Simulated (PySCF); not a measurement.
# Correlation energy of Mo³⁺ (molybdenum, charge +3)

[Kr] 4d3, high-spin 4F determinant. Computed with PySCF 2.14 in x2c-TZVPPall with one added diffuse shell each of s, p, d, f type (9s7p7d3f1g, 95 functions), with scalar relativity by spin-free X2C-1e. Frozen: [Ar] 3d10; 11 electrons correlated.

```csv
level,correlation energy (mhartree)
CCSD,-273.40
(T),-5.13
CCSD(T),-278.53
```

Diagnostics: T1 = 0.0034, D1 = 0.0079, largest double amplitude 0.032.

**Question.** Is a single reference adequate?

**Answer.** Yes, within this model without spin-orbit coupling: T1 lies below 0.03 and no double amplitude reaches 0.07.

This basis was not built for core-valence correlation, so the inner-shell part is incomplete.
